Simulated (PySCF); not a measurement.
## Vertical excitation energies

Compound: C3H7Cl2FSi2.
Cartesian coordinates in Å at the GFN2-xTB level; atoms count from 1:
```
atom  x, y, z in Å
F1    -0.200   -0.840    2.070
C2     0.325   -0.349    0.902
C3     1.635   -0.448    0.726
Si4    2.596    0.144   -0.776
Si5   -1.014    0.378   -0.234
Cl6   -0.906   -0.502   -2.036
C7    -2.677   -0.055    0.605
Cl8   -4.019    0.726   -0.280
H9     2.201   -0.924    1.519
H10    1.915    1.289   -1.382
H11    3.924    0.540   -0.303
H12    2.714   -0.958   -1.730
H13   -0.886    1.827   -0.362
H14   -2.884   -1.124    0.607
H15   -2.728    0.303    1.631
```

Computed with TDDFT CAM-B3LYP/def2-SVPD, vertical, gas phase, core orbitals frozen in the response in PySCF.

```tsv
state	E (eV)	E (hartree)	f	main configurations (H = HOMO, L = LUMO)
S1	6.33	0.2327	0.349	H→L (95%)
S2	6.57	0.2414	0.0039	H-1→L (56%), H-3→L (29%)
S3	6.85	0.2517	0.024	H→L+1 (42%), H-1→L+1 (27%), H-1→L+3 (10%)
S4	6.90	0.2536	0.0038	H→L+1 (41%), H-1→L+1 (31%)
S5	7.16	0.2630	0.0011	H-3→L (54%), H-1→L (29%)
S6	7.22	0.2653	0.0033	H-2→L+1 (48%), H-2→L+3 (19%), H-2→L+5 (18%)
S7	7.30	0.2681	0.0032	H-5→L (81%)
S8	7.49	0.2751	0.0032	H→L+2 (64%), H→L+3 (15%)
```

Triplets (Tamm–Dancoff): T1 3.92 eV, H→L (87%); T2 6.08 eV, H-3→L (40%), H-1→L (33%), H-8→L (8%); T3 6.20 eV, H-1→L+1 (44%), H-1→L+3 (16%), H-1→L+5 (15%).

The lowest singlet lies at 6.33 eV (196 nm, vacuum ultraviolet) and is strong; its leading configuration is HOMO→LUMO (95%). The lowest level is also the most intense of those listed (f = 0.349). Löwdin shares by element: HOMO carbon 63% or more, fluorine 14%, silicon 6% or more (atoms not listed hold the other 16%); LUMO carbon 53% or more, silicon 21% (atoms not listed hold the other 26%). Weighted by f, the mean energy of these states is 6.40 eV. The listed states span 1.15 eV, and the widest gap between neighbours is 0.28 eV (S2 to S3). Orbital energies (eV): HOMO-3 -10.66, HOMO-2 -10.13, HOMO-1 -9.69, HOMO -9.42, LUMO -0.22, LUMO+1 0.67, LUMO+2 1.01. No computed singlet lies in the visible range (380 to 750 nm); the lowest, at 196 nm, stands 3.07 eV above its violet end (3.26 eV). Singlets were solved by full linear response, triplets in the Tamm–Dancoff approximation.

One conformer stands for the species.
